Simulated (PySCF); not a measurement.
## Ionisation energy of In³¹⁺ by level of theory

In³¹⁺ [Ar] (1S) → In³²⁺ [Ne] 3s2 3p5 (2P), as a difference of total energies. All numbers are calculated (PySCF 2.14, scalar relativity by spin-free X2C-1e, in an even-tempered Gaussian basis (18 s from 4.7 bohr⁻², ratio 2.5; 12 p from 6.1 bohr⁻², ratio 2.5; 5 d from 29 bohr⁻², ratio 2.7; 4 f from 43 bohr⁻², ratio 2.7)). Correlated levels: outer shells: 1s2 frozen; virtual orbitals above 40 to 60 times the deepest correlated orbital energy dropped. The calculations carry no spin-orbit coupling.

```json
{"method": "UHF", "ionisation energy (eV)": "1979.0"}
{"method": "MP2 (outer shells)", "ionisation energy (eV)": "1980.0"}
{"method": "SCS-MP2 (outer shells)", "ionisation energy (eV)": "1979.8"}
{"method": "CCSD (outer shells)", "ionisation energy (eV)": "1979.8"}
{"method": "CCSD(T) (outer shells)", "ionisation energy (eV)": "1979.8"}
```

A first-order spin-orbit estimate (lowest level to lowest level, LS coupling) adds -15.625 eV.

Breit and QED terms and the two-electron picture change are absent.

For comparison: 1961 ± 5 eV (semi-empirical (NIST evaluation); NIST Atomic Spectra Database, ionization energies).
